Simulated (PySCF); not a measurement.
**Computed properties of C2H5O2, SMILES COC=[OH+], charge +1**

C2H5O2, SMILES COC=[OH+], charge +1. Geometry: B3LYP-D3(BJ)/def2-SVP. The isomer is the one that the SMILES or the coordinates give; other isomers of the formula were not compared. Other conformers were not sampled. All values are computed for the isolated molecule unless a solvent is named; none is compared with measurement here.

**Structure.** The optimised structure has Cs symmetry. All 21 harmonic modes at B3LYP-D3(BJ)/def2-SVP (PySCF) are real, so it is a minimum. With heavy atoms numbered as in [CH3:1][O:2][CH:3]=[OH+:4], the shortest bond between them is O2–C3 at 1.259 Å and the longest C1–O2 at 1.470 Å.

**Vibrations.** The strongest infrared lines (harmonic, unscaled, degenerate partners summed) lie at 1709 cm⁻¹ (468 km/mol, C 65 %, O 28 %), 3676 cm⁻¹ (184 km/mol, H 94 %), 690 cm⁻¹ (170 km/mol, H 66 %, O 19 %, C 15 %). The softest mode is at 103 cm⁻¹ and the zero-point energy is 46.7 kcal/mol.

**Electronic structure.** PBE0/def2-TZVPD (PySCF) places the frontier levels at -16.42 and -7.53 eV, a gap of 8.89 eV and a mean polarisability of 30.4 bohr³. PBE/def2-TZVPD (PySCF) at the same geometry gives -14.91 and -8.69 eV, so its gap is 2.67 eV narrower. An orbital gap is neither the optical nor the fundamental gap.

**Excitations.** TDDFT-PBE0/def2-SVPD (PySCF) has S1 at 7.20 eV (172 nm, f = 0.000, dark); the most intense of the 10 singlets computed lies at 8.00 eV (f = 0.15). T1 (TDA) is at 6.02 eV. TDDFT-PBE/def2-SVPD (PySCF) puts S1 at 6.42 eV. No vertical singlet excitation falls in the visible range (under 3.1 eV).

**NMR.** GIAO shifts at KT2/pcSseg-1 (PySCF) (non-relativistic, atoms alike by connectivity averaged): ¹³C from 65.1 to 172.0 ppm against TMS; ¹H from 5.3 to 9.3 ppm against TMS.

**Solvation.** SMD-PBE0/def2-SVP (PySCF) gives -70.0 kcal/mol in water, -69.3 kcal/mol in ethanol, -30.6 kcal/mol in n-hexane (1 M in both phases, gas-phase geometry); of these solvents water holds the molecule best.
